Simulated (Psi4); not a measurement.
Input for Psi4: SAPT0/jun-cc-pV(D+d)Z on H5N (a complex), monomers drawn apart or pushed together.

```
memory 2025 MB

molecule dimer {
0 1
N     0.01522322   -0.00224475   -0.13802728
H    -0.71300871    0.61806576   -0.47296942
H     0.89789972    0.34402507   -0.49617708
H    -0.14559084   -0.91232292   -0.55419199
--
0 1
H     0.02195474   -0.18409936    2.86422943
H     0.02232320   -0.23297934    3.61061469
units angstrom
symmetry c1
no_reorient
no_com
}

set {
  basis jun-cc-pV(D+d)Z
  scf_type df
  freeze_core true
}

energy('sapt0')
```

Program output:

```
[...]
==> Input File <==

--------------------------------------------------------------------------
memory 2025 MB

molecule dimer {
0 1
N     0.01522322   -0.00224475   -0.13802728
H    -0.71300871    0.61806576   -0.47296942
H     0.89789972    0.34402507   -0.49617708
H    -0.14559084   -0.91232292   -0.55419199
--
0 1
H     0.02195474   -0.18409936    2.86422943
H     0.02232320   -0.23297934    3.61061469
units angstrom
symmetry c1
no_reorient
no_com
}

set {
  basis jun-cc-pV(D+d)Z
  scf_type df
  freeze_core true
}

energy('sapt0')
--------------------------------------------------------------------------


   => Loading Basis Set <=

    Name: JUN-CC-PV(D+D)Z
    Role: ORBITAL
    Keyword: BASIS
    atoms 1   entry N          line   222 file jun-cc-pv_dpd_z.gbs
    atoms 2-6 entry H          line    60 file jun-cc-pv_dpd_z.gbs

   => Loading Basis Set <=

    Name: JUN-CC-PV(D+D)Z
    Role: ORBITAL
    Keyword: BASIS
    atoms 1   entry N          line   222 file jun-cc-pv_dpd_z.gbs
    atoms 2-6 entry H          line    60 file jun-cc-pv_dpd_z.gbs


  //>>>>>>>>>>>>>>>>>>>>>>>>>>>>>>>>>>>//
  //              Dimer HF             //
  //<<<<<<<<<<<<<<<<<<<<<<<<<<<<<<<<<<<//

   => Libint2 <=

    Primary   basis highest AM E, G, H:  7, 6, 3
    Auxiliary basis highest AM E, G, H:  7, 7, 4
    Onebody   basis highest AM E, G, H:  -, -, -
    Solid Harmonics ordering:            Gaussian


   => Loading Basis Set <=

    Name: JUN-CC-PV(D+D)Z
    Role: ORBITAL
    Keyword: BASIS
    atoms 1   entry N          line   222 file jun-cc-pv_dpd_z.gbs
    atoms 2-6 entry H          line    60 file jun-cc-pv_dpd_z.gbs


         ---------------------------------------------------------
                                   SCF
               by Justin Turney, Rob Parrish, Andy Simmonett
                          and Daniel G. A. Smith
                              RHF Reference
                        1 Threads,   1931 MiB Core
         ---------------------------------------------------------

  ==> Geometry <==

    Molecular point group: c1
    Full point group: C1

    Geometry (in Angstrom), charge = 0, multiplicity = 1:

       Center              X                  Y                   Z               Mass
    ------------   -----------------  -----------------  -----------------  -----------------
         N            0.015223220000    -0.002244750000    -0.138027280000    14.003074004430
         H           -0.713008710000     0.618065760000    -0.472969420000     1.007825032230
         H            0.897899720000     0.344025070000    -0.496177080000     1.007825032230
         H           -0.145590840000    -0.912322920000    -0.554191990000     1.007825032230
         H            0.021954740000    -0.184099360000     2.864229430000     1.007825032230
         H            0.022323200000    -0.232979340000     3.610614690000     1.007825032230

  Running in c1 symmetry.

  Rotational constants: A =      6.24790  B =      0.70574  C =      0.70554 [cm^-1]
  Rotational constants: A = 187307.19071  B =  21157.50246  C =  21151.48798 [MHz]
  Nuclear repulsion =   15.688580295765567

  Charge       = 0
  Multiplicity = 1
  Electrons    = 12
  Nalpha       = 6
  Nbeta        = 6

  ==> Algorithm <==

  SCF Algorithm Type is DF.
  DIIS enabled.
  MOM disabled.
  Fractional occupation disabled.
  Guess Type is SAD.
  Energy threshold   = 1.00e-08
  Density threshold  = 1.00e-08
  Integral threshold = 1.00e-12

  ==> Primary Basis <==

  Basis Set: JUN-CC-PV(D+D)Z
    Blend: JUN-CC-PV(D+D)Z
    Number of shells: 23
    Number of basis functions: 43
    Number of Cartesian functions: 44
    Spherical Harmonics?: true
    Max angular momentum: 2

   => Loading Basis Set <=

    Name: (JUN-CC-PV(D+D)Z AUX)
    Role: JKFIT
    Keyword: DF_BASIS_SCF
    atoms 1   entry N          line   202 file jun-cc-pvdz-jkfit.gbs
    atoms 2-6 entry H          line    70 file jun-cc-pvdz-jkfit.gbs

  ==> Integral Setup <==

  DFHelper Memory: AOs need 0.003 GiB; user supplied 1.414 GiB.
  SCF_SUBTYPE=INCORE selected. In-core MEM_DF algorithm will be used.
  Using in-core AOs.

  ==> MemDFJK: Density-Fitted J/K Matrices <==

    J tasked:                   Yes
    K tasked:                   Yes
    wK tasked:                   No
    OpenMP threads:               1
    Algorithm:                 Core
    Schwarz Cutoff:           1E-12
    Mask sparsity (%):       0.0000
    Fitting Condition:        1E-10

   => Auxiliary Basis Set <=

  Basis Set: (JUN-CC-PV(D+D)Z AUX)
    Blend: JUN-CC-PVDZ-JKFIT
    Number of shells: 72
    Number of basis functions: 194
    Number of Cartesian functions: 216
    Spherical Harmonics?: true
    Max angular momentum: 3

  Minimum eigenvalue in the overlap matrix is 1.0424601520E-02.
  Reciprocal condition number of the overlap matrix is 2.0371493219E-03.
    Using symmetric orthogonalization.

  ==> Pre-Iterations <==

  SCF Guess: Superposition of Atomic Densities via on-the-fly atomic U
[...]
479    15A      0.989303    16A      1.295448
      17A      1.295462    18A      1.671680    19A      1.671686
      20A      1.804771    21A      1.810490    22A      1.810493
      23A      1.949498    24A      2.027909    25A      2.040812
      26A      2.040853    27A      2.133482    28A      2.346058
      29A      2.346068    30A      2.357864    31A      2.357866
      32A      2.547006    33A      3.066968    34A      3.521156
      35A      3.564361    36A      3.566254    37A      3.566262
      38A      3.647652    39A      3.647657    40A      4.978966
      41A      6.013618    42A      6.013631    43A     25.413318

    Final Occupation by Irrep:
              A
    DOCC [     1 ]
    NA   [     1 ]
    NB   [     1 ]

  @DF-RHF Final Energy:    -1.12875814217833

   => Energetics <=

    Nuclear Repulsion Energy =              0.7074711198533959
    One-Electron Energy =                  -2.4922845598837209
    Two-Electron Energy =                   0.6560552978519901
    Total Energy =                         -1.1287581421783348

Computation Completed


Properties will be evaluated at   0.000000,   0.000000,   0.000000 [a0]

Properties computed using the SCF density matrix


 Multipole Moments:

 ------------------------------------------------------------------------------------
     Multipole            Electronic (a.u.)      Nuclear  (a.u.)        Total (a.u.)
 ------------------------------------------------------------------------------------

 L = 1.  Multiply by 2.5417464519 to convert [e a0] to [Debye]
 Dipole X            :         -0.0836616            0.0836732            0.0000116
 Dipole Y            :          0.7881720           -0.7881645            0.0000075
 Dipole Z            :        -12.2353091           12.2356821            0.0003730
 Magnitude           :                                                    0.0003732

 ------------------------------------------------------------------------------------

  Constructing Basis Sets for SAPT...

   => Loading Basis Set <=

    Name: (JUN-CC-PV(D+D)Z AUX)
    Role: RIFIT
    Keyword: DF_BASIS_SAPT
    atoms 1   entry N          line   144 file jun-cc-pvdz-ri.gbs
    atoms 2-6 entry H          line    30 file jun-cc-pvdz-ri.gbs

   => Loading Basis Set <=

    Name: (JUN-CC-PV(D+D)Z AUX)
    Role: JKFIT
    Keyword: DF_BASIS_ELST
    atoms 1   entry N          line   202 file jun-cc-pvdz-jkfit.gbs
    atoms 2-6 entry H          line    70 file jun-cc-pvdz-jkfit.gbs


  //>>>>>>>>>>>>>>>>>>>>>>>>>>>>>>>>>>>//
  //               SAPT0               //
  //<<<<<<<<<<<<<<<<<<<<<<<<<<<<<<<<<<<//



        SAPT0
    Ed Hohenstein
     6 June 2009

      Orbital Information
  --------------------------
    NSO        =        43
    NMO        =        43
    NRI        =       135
    NRI (Elst) =       194
    NOCC A     =         5
    NOCC B     =         1
    FOCC A     =         1
    FOCC B     =         0
    NVIR A     =        38
    NVIR B     =        42

    Elst10,r            =    -0.001227406361 [Eh]
    Exch10              =     0.001091951140 [Eh]
    Exch10 (S^2)        =     0.001090690876 [Eh]

    Maxiter = 50
    CPHF R converge = 1.000000E-08

    Iter     Energy [mEh]          dE [mEh]         Residual      Time [s]
       1      -0.06668136       0.066681363     1.132305e-03             0
       2      -0.08335597       0.016674609     2.202334e-04             0
       3      -0.08253946      -0.000816515     4.151430e-05             0
       4      -0.08257155       0.000032098     1.071270e-05             0
       5      -0.08258814       0.000016586     2.777944e-06             0
       6      -0.08259099       0.000002847     6.122708e-07             0
       7      -0.08258984      -0.000001143     9.245201e-08             0
       8      -0.08258993       0.000000086     2.309037e-08             0
       9      -0.08258992      -0.000000014     3.315403e-09             0

    CHF Iterations converged

    Maxiter = 50
    CPHF R converge = 1.000000E-08

    Iter     Energy [mEh]          dE [mEh]         Residual      Time [s]
       1      -0.17582668       0.175826684     1.909284e-03             0
       2      -0.22315346       0.047326778     2.190188e-04             0
       3      -0.22190445      -0.001249013     1.266619e-05             0
       4      -0.22192960       0.000025149     1.221631e-06             0
       5      -0.22192834      -0.000001256     7.241272e-08             0
       6      -0.22192838       0.000000041     5.149200e-09             0

    CHF Iterations converged

    Ind20,r (A<-B)      =    -0.000082589916 [Eh]
    Ind20,r (B<-A)      =    -0.000221928383 [Eh]
    Ind20,r             =    -0.000304518299 [Eh]
    Exch-Ind20,r (A<-B) =     0.000044508154 [Eh]
    Exch-Ind20,r (B<-A) =     0.000019787870 [Eh]
    Exch-Ind20,r        =     0.000064296023 [Eh]
    Disp20              =    -0.000401389844 [Eh]
    Disp20 (SS)         =    -0.000200694922 [Eh]
    Disp20 (OS)         =    -0.000200694922 [Eh]
    Exch-Disp20         =     0.000037157746 [Eh]
    Exch-Disp20 (SS)    =     0.000017999677 [Eh]
    Exch-Disp20 (OS)    =     0.000019158068 [Eh]

    SAPT Results
  --------------------------------------------------------------------------------------------------------
    Electrostatics                 -1.22740636 [mEh]      -0.77020912 [kcal/mol]      -3.22255496 [kJ/mol]
      Elst10,r                     -1.22740636 [mEh]      -0.77020912 [kcal/mol]      -3.22255496 [kJ/mol]

    Exchange                        1.09195114 [mEh]       0.68520969 [kcal/mol]       2.86691732 [kJ/mol]
      Exch10                        1.09195114 [mEh]       0.68520969 [kcal/mol]       2.86691732 [kJ/mol]
      Exch10(S^2)                   1.09069088 [mEh]       0.68441886 [kcal/mol]       2.86360850 [kJ/mol]

    Induction                      -0.35945123 [mEh]      -0.22555905 [kcal/mol]      -0.94373908 [kJ/mol]
      Ind20,r                      -0.30451830 [mEh]      -0.19108812 [kcal/mol]      -0.79951268 [kJ/mol]
      Exch-Ind20,r                  0.06429602 [mEh]       0.04034636 [kcal/mol]       0.16880919 [kJ/mol]
      delta HF,r (2)               -0.11922895 [mEh]      -0.07481730 [kcal/mol]      -0.31303558 [kJ/mol]

    Dispersion                     -0.36423210 [mEh]      -0.22855909 [kcal/mol]      -0.95629124 [kJ/mol]
      Disp20                       -0.40138984 [mEh]      -0.25187593 [kcal/mol]      -1.05384889 [kJ/mol]
      Exch-Disp20                   0.03715775 [mEh]       0.02331684 [kcal/mol]       0.09755765 [kJ/mol]
      Disp20 (SS)                  -0.20069492 [mEh]      -0.12593796 [kcal/mol]      -0.52692445 [kJ/mol]
      Disp20 (OS)                  -0.20069492 [mEh]      -0.12593796 [kcal/mol]      -0.52692445 [kJ/mol]
      Exch-Disp20 (SS)              0.01799968 [mEh]       0.01129497 [kcal/mol]       0.04725815 [kJ/mol]
      Exch-Disp20 (OS)              0.01915807 [mEh]       0.01202187 [kcal/mol]       0.05029950 [kJ/mol]

  Total HF                         -0.49490645 [mEh]      -0.31055849 [kcal/mol]      -1.29937671 [kJ/mol]
  Total SAPT0                      -0.85913855 [mEh]      -0.53911758 [kcal/mol]      -2.25566795 [kJ/mol]

  Special recipe for scaled SAPT0 (see Manual):
    Electrostatics sSAPT0          -1.22740636 [mEh]      -0.77020912 [kcal/mol]      -3.22255496 [kJ/mol]
    Exchange sSAPT0                 1.09195114 [mEh]       0.68520969 [kcal/mol]       2.86691732 [kJ/mol]
    Induction sSAPT0               -0.35922810 [mEh]      -0.22541903 [kcal/mol]      -0.94315324 [kJ/mol]
    Dispersion sSAPT0              -0.36410315 [mEh]      -0.22847817 [kcal/mol]      -0.95595268 [kJ/mol]
  Total sSAPT0                     -0.85878646 [mEh]      -0.53889664 [kcal/mol]      -2.25474355 [kJ/mol]
  --------------------------------------------------------------------------------------------------------



*** Psi4 exiting successfully. Buy a developer a beer!
```

The run finished.

Cost: about 4 core-seconds (a rough figure).
